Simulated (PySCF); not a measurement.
Job file and geometry (Å, from GFN2-xTB) of an NMR shielding run on `[C@@H]1(C)P[C@H]1C(F)(F)F`, C₄H₆F₃P, GIAO PBE0/pcSseg-1 NMR shielding, non-relativistic, gas phase (PySCF); density fitting, a coarse starting grid and PySCF grid level 2 are the driver's defaults:

```
$ OMP_NUM_THREADS=1 python probes_run.py task.json out

{"job": {"kind": "nmr", "xc": "PBE0", "basis": "pcSseg-1"}, "charge": 0, "multiplicity": 1}
C     -1.402873    -0.331325    -1.278317
C     -0.743967    -0.185729     0.069014
P     -0.618635     1.446590     0.939425
C      0.661634     0.358681     0.138870
C      1.609256    -0.326689     1.068325
F      1.991536    -1.539576     0.619878
F      1.070701    -0.528731     2.281410
F      2.740076     0.370763     1.257938
H     -1.061314    -1.247046    -1.759773
H     -1.159794     0.510484    -1.924315
H     -2.483714    -0.384335    -1.168415
H     -0.938583    -1.020379     0.738360
H     -0.808963     2.203361    -0.224762
H      1.143962     0.673461    -0.779803
```

**Question.** What does the program print?

**Answer.** 
```
coarse grid: 12952 points
cycle   1  E = -796.0603103542  dE =  1.211e+00  |g| = 8.768e-01  |ddm| = 3.385e+00
cycle   2  E = -795.9373503637  dE =  1.230e-01  |g| = 1.282e+00  |ddm| = 1.088e+00
cycle   3  E = -796.1920961626  dE = -2.547e-01  |g| = 6.603e-02  |ddm| = 6.640e-01
cycle   4  E = -796.1926655942  dE = -5.694e-04  |g| = 4.214e-02  |ddm| = 9.387e-02
cycle   5  E = -796.1930746691  dE = -4.091e-04  |g| = 8.722e-03  |ddm| = 4.792e-02
cycle   6  E = -796.1930938003  dE = -1.913e-05  |g| = 2.826e-03  |ddm| = 1.489e-02
cycle   7  E = -796.1930955592  dE = -1.759e-06  |g| = 6.848e-04  |ddm| = 3.074e-03
final grid: 123808 points
cycle   8  E = -796.2608382997  dE = -5.065e-05  |g| = 8.223e-03  |ddm| = 2.993e-02
cycle   9  E = -796.2608193856  dE =  1.891e-05  |g| = 1.228e-02  |ddm| = 1.799e-02
cycle  10  E = -796.2608540663  dE = -3.468e-05  |g| = 9.438e-04  |ddm| = 1.223e-02
cycle  11  E = -796.2608542684  dE = -2.021e-07  |g| = 3.083e-04  |ddm| = 1.274e-03
cycle  12  E = -796.2608542892  dE = -2.080e-08  |g| = 6.953e-05  |ddm| = 2.459e-04
cycle  13  E = -796.2608542898  dE = -6.544e-10  |g| = 2.535e-05  |ddm| = 6.457e-05
converged SCF energy = -796.2608542898

GIAO shielding tensors (ppm)
atom      isotropic    diamagn.    paramagn.     s11        s22        s33       span
  0 C      162.161     244.953     -82.792    139.650    157.675    189.159     49.508
  1 C      167.181     254.443     -87.262    138.419    165.907    197.217     58.798
  2 P      576.247     965.572    -389.325    366.001    494.972    867.767    501.766
  3 C      157.408     256.913     -99.505    125.989    144.272    201.962     75.973
  4 C       51.061     240.638    -189.576     39.284     51.588     62.312     23.028
  5 F      244.863     474.116    -229.253    152.627    240.018    341.943    189.315
  6 F      261.050     474.708    -213.658    175.149    268.982    339.019    163.870
  7 F      248.622     470.358    -221.736    157.454    245.128    343.283    185.829
  8 H       29.494      29.203       0.291     24.050     27.032     37.399     13.349
  9 H       31.275      30.146       1.129     26.596     29.279     37.950     11.355
 10 H       29.631      28.254       1.377     24.533     26.887     37.474     12.941
 11 H       30.181      31.985      -1.804     23.826     28.866     37.851     14.026
 12 H       31.678      30.993       0.685     24.421     27.386     43.227     18.807
 13 H       29.749      32.440      -2.691     23.707     28.442     37.099     13.392
```

Size and cost of the density-fitted run: 173 basis functions, 20 s wall time on 1 thread of an Arm Neoverse V1, shared host; peak memory 0.78 GiB.
